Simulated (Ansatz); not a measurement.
Relaxation of Cl3F2Hf (6 atoms, charge 0, multiplicity 2), to a largest force component of 0.03 eV/Å in at most 50 steps.

Computed with Ansatz, UKS B3LYP/def2-SVP.

```xyz
6
Properties=species:S:1:pos:R:3:forces:R:3
Hf 0.002 0.000 -0.100 0.00 0.00 1.04
F 0.005 0.000 1.843 0.00 0.00 -1.01
Cl 2.223 0.000 -0.852 -0.03 0.00 -0.01
Cl -1.111 1.925 -0.847 0.01 -0.02 -0.01
Cl -1.111 -1.925 -0.847 0.01 0.02 -0.01
F -0.005 0.000 4.184 0.00 0.00 0.00
```

Problem. Where does it end, and by what steps?

Solution. The run converged. The force dipped under the threshold on the way, but the program's further checks kept it going. After 3 steps the energy has fallen by 0.021 eV; F6 moved furthest, 0.03 Å.

```json
{"step": "0", "energy less start (eV)": "0.0000", "largest force component (eV/Å)": "1.043", "accepted": "yes"}
{"step": "1", "energy less start (eV)": "-0.0206", "largest force component (eV/Å)": "0.043", "accepted": "yes"}
{"step": "2", "energy less start (eV)": "-0.0209", "largest force component (eV/Å)": "0.019", "accepted": "yes"}
{"step": "3", "energy less start (eV)": "-0.0210", "largest force component (eV/Å)": "0.017", "accepted": "yes"}
```

```xyz
6
Properties=species:S:1:pos:R:3
Hf 0.006 0.000 -0.083
F 0.027 0.000 1.821
Cl 2.219 0.000 -0.863
Cl -1.109 1.924 -0.829
Cl -1.109 -1.924 -0.829
F -0.030 0.000 4.165
```

Whether the end is a true minimum wasn't checked by a vibrational analysis.

Run time: 60 s on 4 threads of Arm Neoverse V1, on a shared host, peak memory 0.51 GiB.
